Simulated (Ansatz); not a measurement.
A run for Ansatz (a quantum-chemistry and plane-wave program): U-CCSD(T)/def2-TZVPP on CrPb, 2S+1 = 9, a spin state set in the input, which need not be the lowest, a point of a bond scan (R = 2.848 Å). Elements past Kr take the def2 small-core potentials; no spin–orbit coupling.

Ansatz 0.2 input:
```yaml
crystal:
  periodic: [false, false, false]
  atoms:
    - {symbol: Cr, position_ang: [0.00000000, 0.00000000, 0.00000000]}
    - {symbol: Pb, position_ang: [0.00000000, 0.00000000, 2.84804400]}
basis:
  gaussian:
    orbitals: def2-TZVPP
    pivot_positions_ang: [[0.00000000, 0.00000000, 0.00000000], [0.00000000, 0.00000000, 2.84804400]]
magnetization: {spin_polarized: true, initial_magnetization: 8}
correlation: {method: ccsd_t, electrons: valence}
output: {orbitals: {seedname: ./end}}
```

The log:

```
WARN ansatz: RAYON_NUM_THREADS=1 ignored (pool sized by the plan → 1); use --threads N
Functional definition: HF
integrals: 0.26 GiB planned
1025 factors; integrals over basis functions are off by at most 3.6e-4 eV
mean field: 0.45 GiB planned
mean field evaluation 1: about -33608.6934 eV, gradient 2.9e1 eV
mean field evaluation 2: about -33608.6939 eV, gradient 2.9e1 eV
mean field evaluation 4: about -33611.0266 eV, gradient 2.2e0 eV
mean field evaluation 8: about -33611.1531 eV, gradient 1.1e-1 eV
mean field evaluation 16: about -33610.1089 eV, gradient 5.0e-1 eV
mean field evaluation 32: about -33606.5770 eV, gradient 2.9e1 eV
mean field evaluation 64: about -33606.6810 eV, gradient 1.5e1 eV
mean field evaluation 96: about -33611.1245 eV, gradient 2.3e0 eV
mean field evaluation 128: about -33609.9443 eV, gradient 2.4e0 eV
mean field evaluation 160: about -33609.8644 eV, gradient 7.9e-3 eV
mean field evaluation 192: about -33610.1028 eV, gradient 4.0e0 eV
mean field evaluation 224: about -33610.6090 eV, gradient 3.6e0 eV
mean field evaluation 256: about -33607.1324 eV, gradient 1.8e1 eV
mean field evaluation 288: about -33610.0397 eV, gradient 8.3e-1 eV
mean field evaluation 320: about -33607.7617 eV, gradient 7.5e-1 eV
mean field evaluation 352: about -33608.0285 eV, gradient 6.6e-1 eV
mean field evaluation 384: about -33608.0596 eV, gradient 2.2e-1 eV
mean field evaluation 416: about -33608.7144 eV, gradient 1.6e0 eV
mean field evaluation 448: about -33608.5907 eV, gradient 3.6e0 eV
mean field evaluation 480: about -33608.5913 eV, gradient 3.6e0 eV
mean field evaluation 512: about -33608.1509 eV, gradient 6.1e-2 eV
mean field evaluation 544: about -33607.4215 eV, gradient 5.4e0 eV
mean field evaluation 576: about -33609.8624 eV, gradient 3.3e-1 eV
mean field evaluation 608: about -33610.1217 eV, gradient 4.9e-5 eV
mean field -33611.15382760 eV, -1235.1871207060 hartree, gradient 1.8e-6 eV, S^2 20.012959; 17 other end points of the search recorded, 0 dependent functions left out
determinant -33611.15382760 eV, -1235.1871207060 hartree, with singles and doubles -33631.54966588 eV, -1235.9366539379 hartree
determinant -33610.12168395 eV, -1235.1491901265 hartree, with singles and doubles -33630.11272706 eV, -1235.8838474103 hartree
determinant -33610.05584000 eV, -1235.1467704061 hartree, with singles and doubles -33630.46503600 eV, -1235.8967945249 hartree
determinant -33609.86436234 eV, -1235.1397337318 hartree, with singles and doubles -33629.34012406 eV, -1235.8554547739 hartree
determinant -33608.15051347 eV, -1235.0767509476 hartree, with singles and doubles -33628.46907804 eV, -1235.8234444231 hartree
determinant -33607.96476663 eV, -1235.0699248770 hartree, with singles and doubles -33627.34262565 eV, -1235.7820480611 hartree
determinant -33607.85147601 eV, -1235.0657615236 hartree, with singles and doubles -33628.35484021 eV, -1235.8192462601 hartree
determinant -33607.76279514 eV, -1235.0625025616 hartree, with singles and doubles -33627.19469083 eV, -1235.7766115567 hartree
9 core orbitals not correlated
reference -33611.15382760 eV, -1235.1871207060 hartree; 18, 10 occupied and 87, 95 virtual orbitals, 1025 factors
second order -21.17681716 eV of doubles, -0.00000000 eV of singles
coupled cluster: 0.91 GiB planned
cycle   1  -20.40134836 eV  change   -5.5e-3 eV  update   3.8e-3
cycle   2  -20.40123843 eV  change    1.1e-4 eV  update   3.3e-3
cycle   3  -20.40141766 eV  change   -1.8e-4 eV  update   2.2e-3
cycle   4  -20.40298406 eV  change   -1.6e-3 eV  update   7.8e-4
cycle   5  -20.40345867 eV  change   -4.7e-4 eV  update   3.0e-4
cycle   6  -20.40329749 eV  change    1.6e-4 eV  update   1.1e-4
cycle   7  -20.40339882 eV  change   -1.0e-4 eV  update   5.2e-5
cycle   8  -20.40339016 eV  change    8.7e-6 eV  update   2.2e-5
cycle   9  -20.40334861 eV  change    4.2e-5 eV  update   1.0e-5
cycle  10  -20.40336174 eV  change   -1.3e-5 eV  update   3.7e-6
perturbative correction -0.49985024 eV, -0.0183691576 hartree
Total energy: -33632.05703959 eV, -1235.9552995778 hartree
```

The run converged.

Cost: roughly 4 core-minutes.
